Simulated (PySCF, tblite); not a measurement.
Species: C₆H₁₃NSi.
Structure used (GFN2-xTB), in Å, numbered top down from 1:
```
atom  x, y, z in Å
Si1    2.667   -0.339    0.202
N2     1.380    0.103   -0.844
C3     0.007    0.182   -0.479
C4    -0.529    1.547    0.013
C5    -1.064    0.872    1.288
C6    -0.577   -0.492    0.783
C7    -1.591   -1.241   -0.094
C8    -0.997   -0.595   -1.357
H9     2.535   -1.759    0.541
H10    2.699    0.434    1.453
H11    3.871   -0.082   -0.585
H12    1.580    0.648   -1.669
H13   -1.283    2.002   -0.627
H14    0.266    2.267    0.198
H15   -2.140    0.948    1.437
H16   -0.559    1.202    2.194
H17    0.022   -1.089    1.463
H18   -2.630   -0.983    0.105
H19   -1.486   -2.323   -0.063
H20   -0.502   -1.306   -2.015
H21   -1.679    0.019   -1.943
```

Jobs on this species (21 atoms, 70 electrons) with PySCF (density fitting) and tblite. Hardware of each: Arm Neoverse N1, one thread, shared host. Other jobs ran on the host; a repeat could differ by tens of per cent or more.

```tsv
level and settings	work	basis functions	SCF cycles	wall time
GFN2-xTB	Hessian by finite differences	–	–	?
PBE0/pcSseg-1	shieldings, ring-centre shieldings, charges and field gradients	208	12	63 s
GFN2-xTB	L-BFGS relaxation	–	–	1.3 s
```

**Question.** Fill in the missing figures.

**Answer.** 
- GFN2-xTB; Hessian by finite differences: 1.4 s

**Question.** What do all jobs in the table cost together?

**Answer.** About 66 s; the longest takes about 96 % of that, and about 48 times as long as the shortest.
